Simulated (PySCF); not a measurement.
C4H3Cl2F.

```xyz
10

F     -2.1075    -1.2706     0.4445
C     -1.4487    -0.2680    -0.2000
Cl    -2.6432     1.0355    -0.5936
C     -0.3763     0.2940     0.6822
C      0.8760     0.3868     0.2998
C      2.1158     0.4940    -0.1070
Cl     3.3039    -0.7633     0.1262
H     -1.0663    -0.6393    -1.1592
H     -0.7018     0.6287     1.6748
H      2.5035     1.3787    -0.6191
```

The structure is a stationary point at TPSSh-D3(BJ)/def2-SVP. The structure was generated by enumeration; whether it is a known compound was not checked. Other conformers were not sampled.

Calculation: KT2/pcSseg-1 (PySCF). Non-relativistic, no solvent.

Computed absolute GIAO shielding of each atom: isotropic value and principal components (ppm):
```tsv
atom	σ(iso)	σ11	σ22	σ33	span
F1	283.8	213.9	289.4	348.2	134.3
C2	72.7	37.1	73.8	107.2	70.1
Cl3	621.5	293.5	587.0	984.1	690.6
C4	81.7	11.0	95.9	138.2	127.2
C5	-19.9	-37.2	-19.3	-3.1	34.1
C6	82.8	22.6	92.2	133.5	110.9
Cl7	726.9	593.4	660.9	926.4	332.9
H8	24.7	21.8	24.0	28.3	6.5
H9	25.1	23.1	24.8	27.4	4.3
H10	24.8	20.1	24.9	29.4	9.4
```
